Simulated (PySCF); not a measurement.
## Excited states of C²⁺ (carbon, charge +2)

Ground state [He] 2s2, ¹S. Computed with PySCF 2.14 in aug-cc-pVDZ with one added diffuse shell each of s, p, d type (5s4p3d, 32 functions), with the non-relativistic Hamiltonian (point nucleus). Vertical excitation energies in eV without spin-orbit coupling; excited terms of each kind are numbered among those the solver found. Frozen: nothing.

| term | leading excitation | EOM-EE-CCSD |
| --- | --- | --- |
| 1 3P° | 2s → p | 6.565 |
| 1 1P° | 2s → p | 13.135 |
| 1 3S | 2s → s | 29.949 |
| 1 1S | 2s → s | 30.936 |
| 2 1P° | 2s → p | 32.319 |
| 2 3P° | 2s → p | 32.343 |

Only the lower part of the computed list is shown. Doubly excited terms such as np² are absent. The solver can miss terms. Rydberg members are limited by the diffuse functions of the basis.
